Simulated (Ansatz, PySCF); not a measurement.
Process, species as SMILES: C[SiH][SiH3] -> C[SiH-][SiH3] (an electron is taken up)
Each molecule is optimised on its own at B3LYP-D3(BJ)/def2-TZVP (Ansatz, a quantum-chemistry and plane-wave program). Frequencies are from Ansatz or PySCF.

Wanted: adiabatic electron affinity (0 K, with B3LYP-D3(BJ) harmonic zero-point energies), positive where the reaction releases energy, in eV. Cores are frozen in the correlated levels unless marked. UHF or UKS for open shells. Spin-orbit coupling is left out. Non-relativistic. Anions need diffuse functions: aug- sets have them; def2-D sets add few; the other sets have none. CBS marks a two-point X^-3 extrapolation of the correlation energy; Hartree-Fock from the larger set.

```tsv
level	program	adiabatic electron affinity (eV)
HF/cc-pV(Q+d)Z	Ansatz	0.25
r2SCAN/def2-TZVPD	Ansatz	1.38
B97M-V/def2-TZVPD	Ansatz	1.66
B3LYP-D3(BJ)/def2-TZVPD	Ansatz + dftd3	1.54
```

Task: Predict the CCSD(T)/CBS(aug-cc-pV(T+d)Z,aug-cc-pV(Q+d)Z) result (Ansatz).

Result: 1.57 eV, so B3LYP-D3(BJ)/def2-TZVPD differs from it by -0.03 eV.
